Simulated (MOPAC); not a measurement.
Input file for MOPAC: AM1 on H3NOSi (SMILES N[Si]O), a point of a torsion scan.

```
AM1 1SCF PRECISE CHARGE=0 THREADS=1
H3NOSi

N     -1.00023002 1    -0.03334511 1     0.22286997 1
Si     0.37382710 1    -0.96966185 1     0.62648831 1
O      1.52088698 1    -0.09906610 1    -0.19306306 1
H     -1.94298558 1    -0.31218494 1     0.43193552 1
H     -0.96083235 1     0.78434159 1    -0.37252837 1
H      2.26658976 1     0.31344514 1     0.22560958 1
```

The log:

```
*******************************************************************************
 **                                                                           **
 **                              MOPAC v23.2.5                                **
 **                                                                           **
 *******************************************************************************
 ** MOPAC's Digital Object Identifier: https://doi.org/10.5281/zenodo.6511958 **
 **                                                                           **
 ** Please cite the open-source release paper for use of this MOPAC version:  **
 ** J. E. Moussa and J. J. P. Stewart (2026)                                  **
 ** MOPAC: An open-source semiempirical molecular orbital program             **
 ** J. Open Source Softw., 11(119), 8025, https://doi.org/10.21105/joss.08025 **
 *******************************************************************************

                              AM1 CALCULATION RESULTS

 *******************************************************************************
 *  AM1        - The AM1 Hamiltonian to be used
 *
 *
 *
 *                 CHARGE ON SYSTEM = 0
 *
 *
 *
 *  PRECISE    - TIGHTER CRITERIA TO BE USED
 *  1SCF       - DO 1 SCF AND THEN STOP
 *  THREADS=1  - MULTI-THREADING NOT USED
 *  T=         - A TIME OF 172800.0 SECONDS REQUESTED
 *  DUMP=N     - RESTART FILE WRITTEN EVERY 7200.0 SECONDS REQUESTED
 *******************************************************************************
AM1 1SCF PRECISE CHARGE=0 THREADS=1
 H3NOSi

   ATOM   CHEMICAL          X               Y               Z
  NUMBER   SYMBOL      (ANGSTROMS)     (ANGSTROMS)     (ANGSTROMS)

     1       N         -1.00023002  *  -0.03334511  *   0.22286997  *
     2      Si          0.37382710  *  -0.96966185  *   0.62648831  *
     3       O          1.52088698  *  -0.09906610  *  -0.19306306  *
     4       H         -1.94298558  *  -0.31218494  *   0.43193552  *
     5       H         -0.96083235  *   0.78434159  *  -0.37252837  *
     6       H          2.26658976  *   0.31344514  *   0.22560958  *



          CARTESIAN COORDINATES

    NO.       ATOM           X           Y           Z

     1         N         -1.0002     -0.0333      0.2229
     2        Si          0.3738     -0.9697      0.6265
     3         O          1.5209     -0.0991     -0.1931
     4         H         -1.9430     -0.3122      0.4319
     5         H         -0.9608      0.7843     -0.3725
     6         H          2.2666      0.3134      0.2256

  H: (AM1): M.J.S. DEWAR ET AL, J. AM. CHEM. SOC. 107 3902-3909 (1985)
  N: (AM1): M.J.S. DEWAR ET AL, J. AM. CHEM. SOC. 107 3902-3909 (1985)
  O: (AM1): M.J.S. DEWAR ET AL, J. AM. CHEM. SOC. 107 3902-3909 (1985)
 Si: (AM1): M.J.S.DEWAR, C. JIE, ORGANOMETALLICS, 6, 1486-1490 (1987).

           Empirical Formula: H3 N O Si  =     6 atoms



      MOLECULAR POINT GROUP   :   C1


      RHF CALCULATION, NO. OF DOUBLY OCCUPIED LEVELS = 9


 -------------------------------------------------------------------------------
 AM1 1SCF PRECISE CHARGE=0 THREADS=1
 H3NOSi



     1SCF WAS SPECIFIED, SO BFGS WAS NOT USED
     SCF FIELD WAS ACHIEVED


                              AM1 CALCULATION
                                                       MOPAC v23.2.5 Linux




          FINAL HEAT OF FORMATION =        -59.49331 KCAL/MOL =    -248.92000 KJ/MOL


          COSMO AREA              =         95.97 SQUARE ANGSTROMS
          COSMO VOLUME            =         82.47 CUBIC ANGSTROMS

          IONIZATION POTENTIAL    =          7.249695 EV
          HOMO LUMO ENERGIES (EV) =         -7.250  0.273
          NO. OF FILLED LEVELS    =          9
          MOLECULAR WEIGHT        =         61.1153         POINT GROUP:  C1

          MOLECULAR DIMENSIONS (Angstroms)

            Atom       Atom       Distance
            H     6    H     4     4.26081
            H     5   Si     2     2.19780
            O     3    H     4     0.54388


          SCF CALCULATIONS        =          1





   ATOM   CHEMICAL          X               Y               Z
  NUMBER   SYMBOL      (ANGSTROMS)     (ANGSTROMS)     (ANGSTROMS)

     1       N         -1.00023002  *  -0.03334511  *   0.22286997  *
     2      Si          0.37382710  *  -0.96966185  *   0.62648831  *
     3       O          1.52088698  *  -0.09906610  *  -0.19306306  *
     4       H         -1.94298558  *  -0.31218494  *   0.43193552  *
     5       H         -0.96083235  *   0.78434159  *  -0.37252837  *
     6       H          2.26658976  *   0.31344514  *   0.22560958  *

                             CARTESIAN COORDINATES

   1    N       -1.000230020    -0.033345110     0.222869970
   2   Si        0.373827100    -0.969661850     0.626488310
   3    O        1.520886980    -0.099066100    -0.193063060
   4    H       -1.942985580    -0.312184940     0.431935520
   5    H       -0.960832350     0.784341590    -0.372528370
   6    H        2.266589760     0.313445140     0.225609580


           Empirical Formula: H3 N O Si  =     6 atoms



      MOLECULAR POINT GROUP   :   C1


                  EIGENVALUES
 -35.93047 -32.05278 -18.45728 -16.41214 -15.36816 -13.72403 -12.77691 -10.67691
  -7.24970   0.27334   2.01299   2.80911   5.19707   5.97743   6.34288


              NET ATOMIC CHARGES AND DIPOLE CONTRIBUTIONS

  ATOM NO.   TYPE          CHARGE      No. of ELECS.   s-Pop       p-Pop
    1          N          -0.652842        5.6528     1.53580     4.11704
    2         Si           0.703264        3.2967     1.42692     1.86982
    3          O          -0.669313        6.6693     1.82353     4.84579
    4          H           0.190575        0.8094     0.80943
    5          H           0.171953        0.8280     0.82805
    6          H           0.256363        0.7436     0.74364
 DIPOLE           X         Y         Z       TOTAL
 POINT-CHG.    -0.271    -2.104     2.404     3.206
 HYBRID        -0.275     3.600    -2.200     4.228
 SUM           -0.547     1.496     0.204     1.606


          ATOMIC ORBITAL ELECTRON POPULATIONS

     Atom    s        px        py        pz
    1  N   1.53580   1.21417   1.34284   1.56002
    2 Si   1.42692   0.44737   0.86128   0.56117
    3  O   1.82353   1.46507   1.74189   1.63883
    4  H   0.80943
    5  H   0.82805
    6  H   0.74364

 **********************
 *                    *
 * JOB ENDED NORMALLY *
 *                    *
 **********************




 == MOPAC DONE ==
```

The run finished.

Cost: about 0.010 core-seconds (a rough figure).
